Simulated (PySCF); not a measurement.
Si(Cl)(SH) (ClHSSi), SMILES S[Si]Cl (connectivity only; charge and spin as stated), neutral, multiplicity 1.

Geometry: PBE0-D3(BJ)/def2-TZVP. One conformer was computed; it need not be the lowest.

Level of theory: r2SCAN/def2-TZVPD (PySCF).

Symmetry labels are those of the subgroup Cs that the program uses (full group Cs).

### Question
List the valence orbital energies around the gap with their symmetry. (An estimate is asked for; the answer gives what the named calculation found.)

### Answer

```json
[
 {"orbital": "HOMO−7", "symmetry": "A'", "energy (eV)": "-19.51"},
 {"orbital": "HOMO−6", "symmetry": "A'", "energy (eV)": "-12.90"},
 {"orbital": "HOMO−5", "symmetry": "A'", "energy (eV)": "-10.82"},
 {"orbital": "HOMO−4", "symmetry": "A'", "energy (eV)": "-9.63"},
 {"orbital": "HOMO−3", "symmetry": "A\"", "energy (eV)": "-9.02"},
 {"orbital": "HOMO−2", "symmetry": "A'", "energy (eV)": "-8.58"},
 {"orbital": "HOMO−1", "symmetry": "A\"", "energy (eV)": "-7.50"},
 {"orbital": "HOMO", "symmetry": "A'", "energy (eV)": "-6.42"},
 {"orbital": "LUMO", "symmetry": "A\"", "energy (eV)": "-3.22"},
 {"orbital": "LUMO+1", "symmetry": "A'", "energy (eV)": "-0.78"},
 {"orbital": "LUMO+2", "symmetry": "A'", "energy (eV)": "-0.52"},
 {"orbital": "LUMO+3", "symmetry": "A'", "energy (eV)": "-0.08"}
]
```
